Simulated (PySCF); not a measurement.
Compound: C₃H₉BrGe.
Atom-mapped SMILES: `[CH3:1][Ge:2]([CH3:3])([CH3:4])[Br:5]` (hydrogens: H6, H7, H8 on C1; H9, H10, H11 on C3; H12, H13, H14 on C4)

Method: PySCF, PBE0-D3(BJ)/def2-SVP geometry optimisation, gas phase; density fitting, grid level 1; the optimiser is geomeTRIC in internal coordinates, started from a GFN2-xTB structure.

Step 0: E = -129787.6991 eV
```
atom  x, y, z in Å  |  force x, y, z in eV/Å
C1     -0.1502    1.7728   -0.7406    0.128  -0.836   0.492
Ge2     0.1226    0.1093    0.3181   -0.180  -0.173  -0.474
C3      1.5403   -1.0696   -0.4323   -0.712   0.576   0.346
C4     -1.5740   -0.8585    0.7032    0.836   0.469  -0.224
Br5     0.9230    0.8084    2.3788    0.064   0.114   0.264
H6     -0.5263    1.5281   -1.7293   -0.185  -0.165  -0.485
H7     -0.8670    2.4280   -0.2515   -0.288   0.173   0.274
H8      0.7860    2.3142   -0.8521    0.418   0.128   0.015
H9      1.7203   -1.9188    0.2224   -0.009  -0.291   0.323
H10     1.2381   -1.4434   -1.4059   -0.186  -0.167  -0.483
H11     2.4734   -0.5234   -0.5471    0.312   0.302  -0.003
H12    -2.0159   -1.2181   -0.2212   -0.185  -0.164  -0.482
H13    -2.2885   -0.2024    1.1942   -0.198   0.337   0.185
H14    -1.3917   -1.7114    1.3525    0.184  -0.305   0.252
```

Step 1: E = -129787.7404 eV
```
atom  x, y, z in Å  |  force x, y, z in eV/Å
C1     -0.1020    1.7094   -0.7397   -0.366   0.224   0.050
Ge2     0.1301    0.1183    0.3429    0.043   0.006   0.020
C3      1.4728   -1.0664   -0.4002    0.302   0.151  -0.238
C4     -1.5443   -0.7994    0.6719   -0.013  -0.403   0.095
Br5     0.9071    0.8311    2.4324   -0.039  -0.025  -0.056
H6     -0.4916    1.4482   -1.7372    0.045  -0.049   0.034
H7     -0.8706    2.3119   -0.2270    0.082   0.084  -0.123
H8      0.7988    2.3265   -0.8595    0.081  -0.120   0.086
H9      1.7517   -1.9203    0.2316   -0.126   0.053   0.112
H10     1.1376   -1.4422   -1.3813   -0.025   0.006   0.055
H11     2.3714   -0.4496   -0.5686    0.020  -0.145  -0.005
H12    -2.0001   -1.1374   -0.2729    0.046   0.058  -0.006
H13    -2.2856   -0.2183    1.2372    0.108   0.121  -0.015
H14    -1.2853   -1.6963    1.2596   -0.158   0.039  -0.009
```

Q: Estimate the geometry and energy of step 2. (The exact step hangs on the optimiser's Hessian estimate; all steps are aligned on step 1, rigid shifts and turns removed.)

A: E = -129787.7750 eV, largest force 0.242 eV/Å
```
atom  x, y, z in Å  |  force x, y, z in eV/Å
C1     -0.1198    1.7200   -0.7363   -0.221   0.063   0.076
Ge2     0.1288    0.1163    0.3368   -0.006  -0.017  -0.053
C3      1.4880   -1.0586   -0.4111    0.126   0.152  -0.121
C4     -1.5428   -0.8177    0.6771    0.071  -0.214   0.032
Br5     0.9015    0.8254    2.4234   -0.005  -0.003   0.011
H6     -0.4958    1.4548   -1.7368    0.043  -0.023  -0.005
H7     -0.8782    2.3478   -0.2435    0.039   0.029  -0.039
H8      0.8007    2.3096   -0.8408    0.066  -0.069   0.026
H9      1.7378   -1.9024    0.2456   -0.080   0.007   0.066
H10     1.1486   -1.4468   -1.3847   -0.022  -0.020   0.028
H11     2.4016   -0.4685   -0.5818    0.008  -0.054   0.013
H12    -2.0030   -1.1423   -0.2690    0.000   0.042  -0.014
H13    -2.2618   -0.2063    1.2385    0.038   0.086  -0.022
H14    -1.3154   -1.7160    1.2717   -0.058   0.021   0.002
```

The energy changes by -0.0347 eV. The first-order estimate −F·Δx gives -0.0482 eV and the mean of the old and new forces, exact on a quadratic surface, -0.0354 eV. The step makes an angle of 51° with the force vector and moves no atom by more than 0.040 Å.

The cost below is that of the whole optimisation. On Arm Neoverse V2, one thread, no GPU, shared host, this took 2.5 min of wall time and 0.64 GiB of memory at its peak.
